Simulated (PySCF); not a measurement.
Fill in the blanks.

Compound: C3H6Ge.
SMILES with atom numbers: `[CH3:1][C:2]#[C:3][GeH3:4]` (hydrogens: H5, H6, H7 on C1; H8, H9, H10 on Ge4)

```tsv
property	level	value
point group	PBE0-D3(BJ)/def2-SVP	?
rotational constants A, B, C	PBE0-D3(BJ)/def2-SVP	52.896, 1.456, 1.456 GHz
dipole moment	wB97X-D/def2-SVPD	1.14 D
HOMO energy	wB97X-D/def2-SVPD	-9.44 eV
LUMO energy	wB97X-D/def2-SVPD	?
lowest singlet excitation	TDDFT wB97X-D/def2-SVPD	6.08 eV (204 nm, f = 0.000)
lowest triplet excitation (Tamm–Dancoff)	TDA wB97X-D/def2-SVPD	5.09 eV
static isotropic polarisability	wB97X-D/def2-SVPD	?
vertical ionisation energy	ΔSCF wB97X-D/def2-SVPD	?
electronic spatial extent ⟨r²⟩ about the centre of nuclear charge	wB97X-D/def2-SVPD	789 bohr²
13C chemical shifts (computed TMS as zero) by class	GIAO B97-2/pcSseg-2	?
1H chemical shifts (computed TMS as zero) by class	GIAO B97-2/pcSseg-2	4.18 (H8/H9/H10), 1.91 (H5/H6/H7) ppm
isotropic shieldings of nuclei other than C and H, by class	GIAO B97-2/pcSseg-2	?
largest of the computed one-bond spin–spin couplings (means over like bonds)	B3LYP/pcJ-1 (pcSseg-1 on Ge), spin–dipole term left out	13C–13C +166.4 (C2–C3), 13C–1H +138.1 (C1–H5 and 2 like it), 13C–13C +72.7 (C1–C2) Hz
```

Gas-phase values; electronic properties from PySCF, density fitting. Geometry: PBE0-D3(BJ)/def2-SVP; no solvent, vibrations or thermal averaging. Relativistic effects, spin–orbit coupling among them, are left out although an element past zinc is present. Atoms bound to Ge lack the heavy atom's spin–orbit term in their shielding, so their NMR values are less reliable.

Q: What is the static isotropic polarisability?

A: 68.4 au.

Q: The vertical ionisation energy?

A: 9.77 eV.

Q: Give the LUMO energy.

A: 1.82 eV.

Q: What are the isotropic shieldings of nuclei other than C and H, by class?

A: 1596 (Ge4) ppm.

Q: What are the 13C chemical shifts (computed TMS as zero) by class?

A: 112.0 (C2), 77.3 (C3), 6.2 (C1) ppm.

Q: What is the point group?

A: C3v.

Point group C3v permits a dipole; with 1.14 D the species has a pure rotational spectrum. The ΔSCF ionisation energy exceeds −ε(HOMO) by 0.33 eV with wB97X-D. The dipole equals about 3.8 × 10⁻³⁰ C·m (1 D = 3.33564 × 10⁻³⁰ C·m).

For the geometry optimisation (PBE0-D3(BJ)/def2-SVP), the run took 16 s of wall time on an Arm Neoverse V1 with one thread, no GPU, on a shared host.
